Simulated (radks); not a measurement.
Values are calculated unless marked as measured or tabulated.
Question: Neutral praseodymium: order these configurations by energy. Code: a radial shooting solver on a logarithmic mesh with Libxc functionals. Model: scalar-relativistic Kohn-Sham, PBEsol, spin-polarised, spherical densities, finite nucleus; Fermi nuclear charge, rms radius of each element as measured or else 0.836 A^(1/3) + 0.57 fm. Open shells are filled with parallel spins first. [Xe] 4f2 5d1 6s2; [Xe] 4f2 6s2 6p1; [Xe] 4f3 5d1 6s1; [Xe] 4f3 6s1 6p1; [Xe] 4f3 6s2.

Answer: From the lowest, in eV above it: [Xe] 4f3 6s2 0.000; [Xe] 4f3 5d1 6s1 0.858; [Xe] 4f2 5d1 6s2 1.556; [Xe] 4f3 6s1 6p1 1.669; [Xe] 4f2 6s2 6p1 3.926.
